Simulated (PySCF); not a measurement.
**Broadened absorption spectrum of BF3H3P**

Species: BF₃H₃P.
SMILES with atom numbers: `[BH3-:1][P+:2]([F:3])([F:4])[F:5]` (hydrogens: H6, H7, H8 on B1)

Computed with PySCF 2.14.0, density-fitted response routines, TDDFT PBE0/def2-SVPD, vertical, gas phase, core orbitals frozen in the response. Isolated species at its PBE0-D3(BJ)/def2-SVP geometry, gas phase.

Broadening: Gaussians 0.3 eV wide at half height, area fixed by f = 4.319×10⁻⁹ ∫ε dν̃. The width is an assumption, not a result. The curve ends short of the highest state used, and states not computed would add to its high-energy end.

```tsv
E (eV)	ε (L mol⁻¹ cm⁻¹)
7.54	0
7.57	0
7.60	0
7.64	0
7.67	0
7.70	1
7.74	3
7.77	6
7.80	12
7.83	23
7.87	48
7.90	78
7.93	120
7.97	197
8.00	267
8.03	343
8.06	417
8.10	496
8.13	530
8.16	535
8.19	511
8.23	442
8.26	372
8.29	299
8.33	215
8.36	177
8.39	178
8.42	241
8.46	487
8.49	873
8.52	1529
8.55	2562
8.59	4713
8.62	7006
8.65	9885
8.69	14422
```

Question: Where are the band maxima, and which computed states make them?

Answer: 152 nm (8.15 eV), ε about 540, made up of S2 (46%) and S3 (54%) (ε in L mol⁻¹ cm⁻¹; maxima over ε = 5, shares over 10%). At its high-energy end, 8.69 eV, the curve is still rising (ε about 14000, from S4, S5, S6 and S7). The states used: S1 7.99 eV (f 0.0000); S2 8.15 eV (f 0.0028); S3 8.15 eV (f 0.0032); S4 8.78 eV (f 0.030); S5 8.79 eV (f 0.026); S6 8.82 eV (f 0.093); S7 8.83 eV (f 0.098); S8 8.91 eV (f 0.058); S9 9.29 eV (f 0.455).

Question: What would ε be at 8.15 eV, the highest of these maxima, with half the width (0.15 eV)?

Answer: About 1070 L mol⁻¹ cm⁻¹ against 537, a factor of about 2.00; a lone state at its own centre would give exactly 2.

Question: Does any computed singlet lie in the visible range?

Answer: No computed singlet lies in the visible range (380 to 750 nm); the lowest, at 155 nm, stands 4.73 eV above its violet end (3.26 eV).

Question: Coming from long wavelengths, where does ε first pass 100 L mol⁻¹ cm⁻¹?

Answer: At about 157 nm (7.92 eV), 0.07 eV below S1.

All these states lie below the vertical ionisation energy of 12.36 eV (ΔSCF).

On Arm Neoverse V1, one thread (shared host), this took 56 s and 0.61 GiB of memory at its peak.
